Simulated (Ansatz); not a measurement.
Reaction (redistribution): `COB[SiH3]` + `C[SiH2][SnH2][SH]` → `C[SiH2]B[SiH3]` + `C[O][SnH2][SH]`

Program: Ansatz. Geometries: PBE0-D4/def2-TZVP. ΔE: electronic, gas phase. CBS: MP2 limit from def2 TZ/QZ plus the TZ coupled-cluster correction, frozen cores. DFT in def2-TZVPP. Elements past krypton have def2 core potentials. For Sn outer-core shells are correlated without core-valence functions, which leaves a few kJ/mol of doubt a bond. Each species was taken in one conformer, which may not be the lowest.

Q: Is it downhill or uphill in electronic energy at CCSD(T)/CBS, and by how much? (Estimate.)

A: Computed: Uphill: ΔE = +41.9 kcal/mol.

Q: What do these levels give: PBE-D4, r2SCAN-D4, PBE0-D4, MP2/def2-TZVPP, HF/def2-QZVPP, MP2/def2-QZVPP? (An estimate is asked.)

A: The calculation gave: PBE-D4 43.3, r2SCAN-D4 42.4, PBE0-D4 43.9, MP2/def2-TZVPP 43.9, HF/def2-QZVPP 41.4, MP2/def2-QZVPP 43.4 kcal/mol.

Largest T1 diagnostic among the species: 0.014.

In def2-TZVPP, CCSD(T) changes the Hartree–Fock value by +0.8 kcal/mol (the triples alone add +0.1 kcal/mol) and MP2 by +2.2 kcal/mol.
